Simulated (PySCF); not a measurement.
Species: C2H10BNSi.
Structure used (PBE0-D3(BJ)/def2-SVP), in Å, numbered top down from 1:
```
atom  x, y, z in Å
C1    -1.624    0.397    1.294
B2    -0.534   -0.053    0.262
C3    -0.943   -0.663   -1.119
Si4    1.429    0.115    0.751
N5     2.438   -0.077   -0.661
H6    -1.778    1.473    1.070
H7    -2.604   -0.089    1.163
H8    -1.323    0.355    2.352
H9    -1.948   -0.381   -1.472
H10   -0.203   -0.556   -1.926
H11   -0.986   -1.753   -0.905
H12    1.803   -0.983    1.707
H13    1.657    1.391    1.530
H14    2.233    0.510   -1.463
H15    3.444   -0.137   -0.537
```

Level of theory: PySCF, PBE0-D3(BJ)/def2-SVP geometry optimisation, gas phase.

Take the most abundant isotopes and a rigid rotor. The values belong to one conformer with, in the numbering `[CH3:1][B:2]([CH3:3])[SiH2:4][NH2:5]`, C1–B2–Si4–N5 -166°, B2–Si4–N5–H 53° and -172°.

(1) What are A, B and C (MHz)?

(2) What kind of rotor is it?

(3) What does the inertial defect say?

(4) Where do the levels up to J = 4 lie, in cm⁻¹?

(5) Which lines would a microwave search look for?

(6) Estimate the classical rotational partition function at 10 K, 50 K and 500 K.

## Answers

(1) Ia = 90.83, Ib = 219.45, Ic = 294.39 u·Å²; 505379 MHz·u·Å²/I gives A = 5564, B = 2303, C = 1717 MHz.

(2) An asymmetric top: κ = (2 × 2303 − 5564 − 1717)/(5564 − 1717) = -0.70.

(3) Not planar: Δ = Ic − Ia − Ib = -15.90 u·Å². For a rigid frame Δ = −2 Σ m c², so Σ m c² = 7.95 u·Å² lies off the ab plane: 7.07 from hydrogen and 0.87 from heavier atoms. The atom farthest from that plane is 1.48 Å away.

(4) Above 0(0,0):
J = 1: 1(0,1) 0.1341, 1(1,1) 0.2429, 1(1,0) 0.2624
J = 2: 2(0,2) 0.3998, 2(1,2) 0.4915, 2(1,1) 0.5501, 2(2,1) 0.8764, 2(2,0) 0.8788
J = 3: 3(0,3) 0.7927, 3(1,3) 0.8629, 3(1,2) 0.9801, 3(2,2) 1.2787, 3(2,1) 1.2905, 3(3,1) 1.8728, 3(3,0) 1.8730
J = 4: 4(0,4) 1.3069, 4(1,4) 1.3559, 4(1,3) 1.5501, 4(2,3) 1.8131, 4(2,2) 1.8471, 4(3,2) 2.4135, 4(3,1) 2.4148, 4(4,1) 3.2394, 4(4,0) 3.2395
The levels of one J sum to (2J + 1)J(J + 1)(A + B + C)/3.

(5) The dipole components are |μa| = 0.14 D, |μb| = 0.78 D, |μc| = 0.88 D. The squared components, which scale the intensities, stand as 0.03 : 0.80 : 1.00 (a : b : c). Some lines, for components of 0.1 D or more:

| type | branch | J(Ka,Kc) | MHz | lower level (cm⁻¹) |
| --- | --- | --- | --- | --- |
| a | Q | 3(2,1) ← 3(2,2) | 354 | 1.279 |
| a | Q | 4(2,2) ← 4(2,3) | 1018 | 1.813 |
| a | Q | 4(1,3) ← 4(1,4) | 5823 | 1.356 |
| c | Q | 2(2,1) ← 2(1,1) | 9783 | 0.550 |
| c | R | 2(1,1) ← 1(0,1) | 12473 | 0.134 |
| a | R | 4(1,4) ← 3(1,3) | 14777 | 0.863 |
| a | R | 4(3,2) ← 3(3,1) | 16208 | 1.873 |
| b | R | 4(1,4) ← 3(0,3) | 16884 | 0.793 |
| b | Q | 3(3,1) ← 3(2,2) | 17812 | 1.279 |
| c | R | 2(2,1) ← 1(1,1) | 18994 | 0.243 |
| b | R | 2(2,0) ← 1(1,1) | 19066 | 0.243 |
| b | R | 4(2,2) ← 3(1,3) | 29503 | 0.863 |
| c | R | 4(3,2) ← 3(2,2) | 34020 | 1.279 |

(6) Point group C1, symmetry number σ = 1; q = (√π/σ)·√((kT/h)³/(ABC)), k/h = 20836.6 MHz/K: 1140 at 10 K, 12700 at 50 K, 402000 at 500 K.

No PBE0-D3(BJ)/def2-SVP frequencies stand behind this structure, so it isn't proved a minimum. Zero-point vibration and centrifugal distortion are left out. A rigid rotor knows nothing of inversion at nitrogen or internal rotation, which can split or shift real lines. Quadrupole hyperfine structure (11B, 14N) is left out.
